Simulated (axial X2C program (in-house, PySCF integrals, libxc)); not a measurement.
# Working with the constants of CaBr⁻

A bond curve at the CCSD(T) level, with spin–orbit coupling, was computed with an axial X2C code built on PySCF integrals (basis Br dyall-acv3z [9s10p7d5f1g], Ca dyall-acv3z [12s13p7d5f] (cores contracted in-house)) for the state Ω = 0 (closed shell). Its fit gives Re = 2.7966 Å, ωe = 207.1 cm⁻¹, ωexe = 1.03 cm⁻¹ and αe = 5.049e-04 cm⁻¹; the masses are 78.9183 and 39.9626 u. Two-component means X2C with spin–orbit coupling and atomic mean-field Coulomb and Gaunt terms.

Correlated methods: 10 electrons correlated (number of frozen shells: Br 3 s, 2 p, 1 d; Ca 3 s, 2 p), 328 virtual spin orbitals or spinors in MP2, 90 natural virtuals in coupled cluster.

Q: Find the reduced mass, Be and the force constant.

A: From the CCSD(T) values: μ = 26.5289 u. Be = 16.8576/(μ Re²) = 0.08125 cm⁻¹. k = 5.8918×10⁻⁷ μ ωe² = 0.67 mdyn/Å.

Q: Estimate the centrifugal constant by the Kratzer relation.

A: D = 4Be³/ωe² = 5.00e-08 cm⁻¹.

Q: Estimate De from a Morse curve and compare with the computed well depth of 1.592 eV to Br- + Ca.

A: De(Morse) = ωe²/(4ωexe) = 1.291 eV against 1.592 eV computed, a ratio of 0.81. The extrapolation falls short: long-range attraction (ionic or ion–induced dipole) or a change of character along the curve can cause this.

Q: A Morse curve ties αe to the other constants (Pekeris). How well does that hold?

A: αe(Morse) = 6Be²/ωe × (√(ωexe/Be) − 1) = 4.897e-04 cm⁻¹; the CCSD(T) curve gives 5.049e-04 cm⁻¹, a ratio of 0.97.

Q: Where do the fundamental and the first overtone lie?

A: ν(1←0) = ωe − 2ωexe = 205.0 cm⁻¹; ν(2←0) = 2ωe − 6ωexe = 408.0 cm⁻¹.

Occupations by symmetry block were frozen at the best pattern of an incomplete PBE0 search. De is counted from the lowest determinant-based energies of the atoms at the same level, without counterpoise correction. Coupled cluster ran in a truncated set of natural virtual spinors; the MP2 energy of the rest was added. (T) has no such correction and the atoms are truncated less, which lowers De at CCSD(T) by a hundredth of an eV or more. The outer-core s and p shells of the metal are frozen in the correlated rows, which leaves out core–valence correlation; for alkali and alkaline-earth bonds that tends to lengthen them. With the outer-core shells frozen, correlated bond lengths of heavy atoms tend to come out a few hundredths of an ångström too long.
